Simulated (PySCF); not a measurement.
Below is a simulated gas-phase B 1s photoelectron spectrum of `[BH3-][N+]#CCB(O)O`.

Every computed line was given a Gaussian of 1.0 eV full width at half maximum and an area set by the number of equivalent atoms; the highest printed point is 100. The calculation used delta-SCF UKS SCAN, pcX-2 on the ionised atom, pcseg-1 elsewhere, spin-free X2C (PySCF).

binding energy (eV), intensity and a bar:
```
    192.2          0 
    192.4          2 #
    192.6          6 ##
    192.8         16 #####
    193.0         36 ###########
    193.2         63 ###################
    193.4         89 ###########################
    193.6        100 ##############################
    193.8         90 ###########################
    194.0         65 ####################
    194.2         38 ###########
    194.4         18 #####
    194.6          7 ##
    194.8          2 #
    195.0          0 
    195.2          0 
    195.4          0 
    195.6          0 
    195.8          0 
    196.0          0 
    196.2          0 
    196.4          0 
    196.6          0 
    196.8          0 
    197.0          0 
    197.2          1 
    197.4          4 #
    197.6         13 ####
    197.8         29 #########
    198.0         55 ################
    198.2         82 #########################
    198.4         99 ##############################
    198.6         95 #############################
    198.8         73 ######################
    199.0         45 ##############
    199.2         22 #######
    199.4          9 ###
    199.6          3 #
    199.8          1
```

Question: Count the maxima, the lines and the sites behind this envelope.

Answer: The curve has 2 maxima (at 193.6 and 198.5 eV). Under it lie 2 lines from 2 inequivalent boron sites.

Question: Decompose the envelope and assign each component. Numbering: `[BH3-:1][N+:2]#[C:3][CH2:4][B:5]([OH:6])[OH:7]`.

Answer: 
| position (eV) | relative area | line | atoms | environment |
| --- | --- | --- | --- | --- |
| 193.61 | 1 | B 1s | B1 | four-coordinate boron |
| 198.46 | 1 | B 1s | B5 | three-coordinate boron |

Question: Above which line width would these two lines show one maximum?

Answer: Two equal Gaussians merge once their distance is under 2σ = FWHM/1.177. With 4.86 eV between them that is a full width over 5.72 eV.

Lowest listed B 1s: B1, bonded to N and 3 H. Highest, 4.85 eV above it: B5, bonded to 2 O and C. Summing the Pauling electronegativity differences to the bonded atoms, each weighted by its formal bond order, gives +1.48 for the lowest site and +3.31 for the highest.

Shake-up satellites, vibrational structure and lifetime widths aren't simulated. The unrestricted hole states depart most from a pure doublet (⟨S²⟩ = 0.75; over 0.85 named) for B 1s of B5 (0.93), which makes this value less certain. Geometry: PBE0-D3(BJ)/def2-SVP, one conformer, isolated molecule.

Conformer computed: `[BH3-:1][N+:2]#[C:3][CH2:4][B:5]([OH:6])[OH:7]`: C3–C4–B5–O6 82°, H–O6–B5–C4 -177°, H–O7–B5–C4 178°.
